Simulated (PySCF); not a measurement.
cyclohexanone (C6H10O), singlet, geometry from GFN2-xTB. Base run: PySCF with MP2/STO-3G.

Here is a job for PySCF.
```python
from pyscf import gto, scf, mp

mol = gto.M(
    atom='''
O     2.253199    0.387474   -0.150590
C     1.111416    0.214818    0.192485
C     0.105835    1.336003    0.315463
C    -1.147624    1.025162   -0.506678
C    -1.740251   -0.318209   -0.097005
C    -0.711459   -1.426557   -0.288931
C     0.547076   -1.144250    0.535743
H    -0.167164    1.433839    1.369181
H     0.563393    2.270525   -0.012641
H    -1.880873    1.821672   -0.365343
H    -0.883379    0.998155   -1.566146
H    -2.626733   -0.529311   -0.698208
H    -2.047472   -0.279800    0.950853
H    -1.131733   -2.389299    0.008649
H    -0.440342   -1.492194   -1.344969
H     1.306607   -1.907141    0.358393
H     0.292155   -1.148033    1.598487
''',
    basis='sto-3g',
    charge=0,
    spin=0,
    verbose=4,
)

mf = scf.RHF(mol)
mf.kernel()

pt = mp.MP2(mf)
pt.kernel()
print('E(MP2) = %.10f' % pt.e_tot)
```

Each row names what was changed in the base input (with any setting that the change needs).

```json
[
 {"change": "base", "ΔE vs base (mEh)": "0.000", "MP2 correlation (Eh)": "-0.36589", "basis functions": "45"},
 {"change": "frozen = 8", "ΔE vs base (mEh)": "20.914", "MP2 correlation (Eh)": "-0.34498", "basis functions": "45"},
 {"change": "method = ccsd", "ΔE vs base (mEh)": "-94.830", "MP2 correlation (Eh)": "-0.36589", "basis functions": "45"},
 {"change": "method = ccsd(t)", "ΔE vs base (mEh)": "-100.2", "MP2 correlation (Eh)": "-0.36589", "basis functions": "45"},
 {"change": "frozen = 6", "ΔE vs base (mEh)": "2.626", "MP2 correlation (Eh)": "-0.36327", "basis functions": "45"},
 {"change": "cart = on", "ΔE vs base (mEh)": "0.000", "MP2 correlation (Eh)": "-0.36589", "basis functions": "45"},
 {"change": "method = cisd", "ΔE vs base (mEh)": "-21.630", "MP2 correlation (Eh)": "-", "basis functions": "45"},
 {"change": "frozen = 7", "ΔE vs base (mEh)": "3.048", "MP2 correlation (Eh)": "-0.36285", "basis functions": "45"},
 {"change": "density fitting = JK and correlation", "ΔE vs base (mEh)": "-0.702", "MP2 correlation (Eh)": "-0.36582", "basis functions": "45"}
]
```
